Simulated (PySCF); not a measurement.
# Computed properties of Ge(Me)(NH2)3 (CH9GeN3), SMILES [NH2][Ge]([NH2])([NH2])[CH3]

CH₉GeN₃, SMILES [CH3][Ge]([NH2])([NH2])[NH2]. The structure is a stationary point at PBE0-D3(BJ)/def2-SVP. The values are those of a single conformer. All values are computed for the isolated molecule unless a solvent is named; none is compared with measurement here.

**Structure.** The optimised structure has Cs symmetry. All 36 harmonic modes at PBE0-D3(BJ)/def2-SVP (PySCF) are real, so it is a minimum. With heavy atoms numbered as in [CH3:1][Ge:2]([NH2:3])([NH2:4])[NH2:5], the shortest bond between them is Ge2–N4 at 1.823 Å and the longest C1–Ge2 at 1.939 Å.

**Vibrations.** The strongest infrared lines (harmonic, unscaled, degenerate partners summed) lie at 477 cm⁻¹ (343 km/mol, H 78 %, N 21 %), 404 cm⁻¹ (183 km/mol, H 79 %, N 21 %), 268 cm⁻¹ (69 km/mol, H 58 %, N 33 %). The softest mode is at 82 cm⁻¹ and the zero-point energy is 71.5 kcal/mol.

**Electronic structure.** B3LYP/def2-TZVP (PySCF) places the frontier levels at -6.51 and 0.16 eV, a gap of 6.67 eV, and gives a dipole moment of 2.24 D and a mean polarisability of 64.3 bohr³. PBE/def2-TZVP (PySCF) at the same geometry gives -5.29 and -0.29 eV, so its gap is 1.67 eV narrower. An orbital gap is neither the optical nor the fundamental gap.

**Excitations.** TDDFT-B3LYP/def2-SVPD (PySCF) has S1 at 5.52 eV (225 nm, f = 0.049, weak); the most intense of the 10 singlets computed lies at 5.78 eV (f = 0.06). T1 (TDA) is at 5.25 eV. TDDFT-PBE/def2-SVPD (PySCF) puts S1 at 4.92 eV. No vertical singlet excitation falls in the visible range (under 3.1 eV).

**NMR.** GIAO shifts at PBE0/pcSseg-1 (PySCF) (non-relativistic, atoms alike by connectivity averaged): ¹³C at 0.3 ppm against TMS; ¹H from 0.1 to 0.5 ppm against TMS.
